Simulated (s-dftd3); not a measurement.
ammonia (H3N), singlet, at a GFN2-xTB geometry; D3(bj) for pbe0 (s-dftd3).

Here is a job for s-dftd3.
```
$ s-dftd3 mol.xyz --bj pbe0 --json dftd3.json --noedisp --grad

# file mol.xyz
4

N     -0.00088861     0.00220129     0.11002386
H      0.01587655     0.93846578    -0.27548989
H      0.81249024    -0.48875726    -0.24050098
H     -0.82214652    -0.46511757    -0.25417613
```

It wrote (shortened):

```
-----------------------------------
 s i m p l e   D F T - D 3  v1.4.0
-----------------------------------

Rational (Becke-Johnson) damping: pbe0-D3(BJ)
---------------------
  s6         1.0000
  s8         1.2177
  s9         0.0000
  a1         0.4145
  a2         4.8593
 alp        14.0000
--------------------

Dispersion energy:      -5.8853457507152E-04 Eh

Gradient norm:           3.0225665740947E-06 Eh/a0
--------------------------------------------------
     #    Z           dE/dx      dE/dy      dE/dz
--------------------------------------------------
     1    7 N     7.589E-09 -1.880E-08 -9.397E-07
     2    1 H     2.129E-08  1.634E-06  2.808E-07
     3    1 H     1.396E-06 -8.282E-07  3.412E-07
     4    1 H    -1.425E-06 -7.874E-07  3.176E-07
--------------------------------------------------

Virial:
--------------------------------------------------
      component           x          y          z
--------------------------------------------------
          x       4.357E-06  8.090E-10  4.044E-08
          y       8.090E-10  4.356E-06 -1.002E-07
          z       4.044E-08 -1.002E-07 -6.492E-07
--------------------------------------------------

[Info] JSON dump of results written to 'dftd3.json'
```
